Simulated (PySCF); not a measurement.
SbCl2, SMILES [Cl][Sb][Cl], multiplicity 2. The structure is a stationary point at B3LYP-D3(BJ)/def2-TZVP. The multiplicity is an assumed one; other spin states were not compared. The isomer is the one that the SMILES or the coordinates give; other isomers of the formula were not compared. The def2 effective core potentials stand for the cores of Sb; spin–orbit coupling is left out.

The numbers are results of B3LYP-D3(BJ)/def2-TZVP (PySCF), not measurements.

Harmonic wavenumbers (cm⁻¹): 122, 346, 363. Rotational constants (GHz): 4.784, 2.210, 1.512; symmetry number 2.

**Question.** Work out the zero-point energy and the ideal-gas rigid-rotor harmonic-oscillator thermochemistry at 298.15 K and 1 atm.

**Answer.** ZPE = ½ Σ hcν = ½ × 831 cm⁻¹ = 4.97 kJ/mol. H − E(el) = 18.58 kJ/mol. Entropy in J/(mol K): translation 174.36, rotation 108.88, vibration 22.44, spin 5.76, total 311.44. G − E(el) = -74.28 kJ/mol. Cp = 54.44 J/(mol K). Modes under 150 cm⁻¹ make the vibrational entropy uncertain.
